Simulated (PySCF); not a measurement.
OP, SMILES O=[P], multiplicity 2. Geometry optimised at B3LYP-D3(BJ)/def2-TZVPD.

Computed equilibrium geometry at B3LYP-D3(BJ)/def2-TZVPD (PySCF confirms it by a frequency run) as a Z-matrix, and its point group:
point group C∞v.
```
P
O 1 1.4795
```
Charge 0, spin multiplicity 2.
